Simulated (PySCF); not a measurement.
```xyz
4
charge 0 multiplicity 7, angstrom
Co   -0.1897    0.0000    0.9955
Co    0.2998    0.0000   -1.4821
O     0.7450    0.0000    2.3227
O    -1.1492    0.0000   -0.5375
```

Method: UPBE0 in PySCF with Co def2-TZVP, O def2-TZVP; no relativity; density-fitted integrals.

This geometry of Co₂O₂ is a stationary point at this level.

Q: What is the point group?

A: Cs.

Q: Is it a minimum?

A: Yes: all harmonic wavenumbers are real.

Q: List the harmonic modes with their infrared intensities.

A: 
```csv
symmetry,ω (cm⁻¹),IR (km/mol)
a',101,4.0
a'',123,45.0
a',180,13.1
a',582,58.0
a',699,57.2
a',905,76.6
```

Q: What are the dipole moment and the gap between the highest occupied and lowest empty levels of either spin?

A: 5.47 D and 3.43 eV.

Only a few start shapes were tried, so a lower isomer may exist. Other spin states or occupations of the open shell can lie lower. At this level a septet minimum of D2h symmetry lies 53 kJ/mol below this structure.
